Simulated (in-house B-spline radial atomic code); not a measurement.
Radial electron density of Pd+, [Kr] 4d9. Method: scalar-relativistic (X2C) wB97X, spin-polarised, spherical fractional occupations, exact exchange averaged over the configuration, Fermi nucleus of rms radius 4.5318 fm. Calculated with a B-spline radial code for spherical atoms.

One-electron X2C: radii and densities carry no picture-change correction, so inner-shell <1/r> comes out high (for 1s by about 2 % at Z = 33, 5 % at 54, 10 % at 75, 30 % at 118) and <r> low.

Columns: r (bohr), 4πr²n(r) (electrons per bohr), bar.

```
0.000965     1.54 #
 0.00118     2.14 #
 0.00144    2.952 ##
 0.00176    4.065 ##
 0.00214     5.52 ###
 0.00262    7.524 ####
 0.00319    10.08 ######
  0.0039    13.45 ########
 0.00476    17.66 ###########
 0.00581    22.83 ##############
 0.00709    28.91 #################
 0.00865    35.75 #####################
  0.0106    43.08 ##########################
  0.0129    49.82 ##############################
  0.0157     55.3 #################################
  0.0192     58.6 ###################################
  0.0235    58.87 ###################################
  0.0286    56.35 ##################################
  0.0349    52.49 ###############################
  0.0427    49.99 ##############################
  0.0521    51.77 ###############################
  0.0636    58.72 ###################################
  0.0776    68.03 #########################################
  0.0947     73.8 ############################################
   0.116    70.77 ##########################################
   0.141    60.44 ####################################
   0.172    50.57 ##############################
    0.21    49.53 ##############################
   0.257    56.01 #################################
   0.313     58.5 ###################################
   0.382    48.75 #############################
   0.467    31.23 ###################
    0.57    18.42 ###########
   0.696     15.5 #########
   0.849     17.1 ##########
    1.04    16.35 ##########
    1.27    12.15 #######
    1.54    7.462 ####
    1.89    3.835 ##
     2.3    1.809 #
    2.81   0.7271 
    3.43   0.2362 
    4.19  0.05866 
    5.11  0.01042
```

On this grid the curve has 4 maxima, near 0.0235, 0.0947, 0.313, 0.849 bohr.

The 4d down radial function P(r) = rR(r), positive near the nucleus:

```json
{"r (bohr)": "0.0106", "P": "0.0009331"}
{"r (bohr)": "0.0157", "P": "0.002717"}
{"r (bohr)": "0.0235", "P": "0.007896"}
{"r (bohr)": "0.0349", "P": "0.02144"}
{"r (bohr)": "0.0521", "P": "0.0549"}
{"r (bohr)": "0.0776", "P": "0.1258"}
{"r (bohr)": "0.116", "P": "0.2485"}
{"r (bohr)": "0.172", "P": "0.3871"}
{"r (bohr)": "0.257", "P": "0.4214"}
{"r (bohr)": "0.382", "P": "0.1813"}
{"r (bohr)": "0.57", "P": "-0.3314"}
{"r (bohr)": "0.849", "P": "-0.7891"}
{"r (bohr)": "1.27", "P": "-0.8479"}
{"r (bohr)": "1.89", "P": "-0.5869"}
{"r (bohr)": "2.81", "P": "-0.2841"}
{"r (bohr)": "4.19", "P": "-0.08364"}
```
